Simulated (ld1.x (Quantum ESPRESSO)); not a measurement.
## Before and after: TM semilocal potential for C

```json
{
  "Element": "carbon (C)",
  "Generator": "ld1.x (Quantum ESPRESSO) 7.5",
  "Type": "norm-conserving Troullier–Martins (semilocal form)",
  "Functional": "LDA (PZ)",
  "Relativity": "non-relativistic",
  "Frozen core": "[He]",
  "Valence charge": "4",
  "Reference configuration": "2s2 2p1.5 (charge +0.5)",
  "Partial waves": "2s (bound): rc 0.75 bohr; 3d channel at 0.45 Ry: rc 2.20 bohr; 2p (bound): rc 2.05 bohr",
  "Local potential": "the p channel",
  "Core correction": "a·sin(br)/r model core inside 0.55 bohr"
}
```

Change: core correction a·sin(br)/r model core inside 0.28 bohr.

Cutoffs: the cutoffs (Ry, on a coarse ladder) from which the occupation-weighted sum of valence levels, in a spherical-Bessel basis at the reference potential, stays within 10 and 1 mRy of its value at 400 Ry; they do not see the model core or the augmentation charge, which bear on the density cutoff. Errors are all-electron minus pseudo energies relative to the spin-unpolarised reference configuration.

What does the change do?

The potential gets neither clearly harder nor softer (140 Ry and 260 Ry → 140 Ry and 260 Ry); the errors of the 9 common tests hardly move; neither file shows a bound ghost. A semilocal file is local in each channel, so a ghost entry of none says nothing of the separable form that plane-wave codes build from it. A model core, the more so a compact one, raises the density cutoff, which this test does not measure.

| quantity | base | changed |
| --- | --- | --- |
| cutoff, loose | 140 Ry | 140 Ry |
| cutoff, tight | 260 Ry | 260 Ry |
| bound ghosts | none | none |
| error for 2s2 2p2, meV [ΔE -4.03 eV] | +1.9 | +1.9 |
| error for 2s2 2p1, meV [ΔE 6.96 eV] | +9.9 | +9.9 |
| error for 2s2 2p0, meV [ΔE 31.22 eV] | +223 | +222 |
| error for 2s0 2p4, meV [ΔE 12.46 eV] | +63 | +59 |
| error for 2s1 2p3, meV [ΔE 4.20 eV] | +26 | +24 |
| error for 2s1 2p0, meV [ΔE 79.17 eV] | +482 | +478 |
| error for 2s1 2p2, meV [ΔE 15.44 eV] | -19 | -20 |
| error for 2s2 2p1.5 (spin-polarised), meV [ΔE -0.75 eV] | +23 | +21 |
| error for 2s2 2p2 (spin-polarised), meV [ΔE -5.16 eV] | +39 | +36 |
| s: phases at 2.40 bohr within 0.05 rad from the reference energy up to (Ry; the scan ends near 5) | 1.6 | 1.6 |
| p: phases at 2.40 bohr within 0.05 rad from the reference energy up to (Ry; the scan ends near 5) | 1.0 | 1.0 |
| d: phases at 2.40 bohr within 0.05 rad from the reference energy up to (Ry; the scan ends near 5) | to the end of the scan | to the end of the scan |
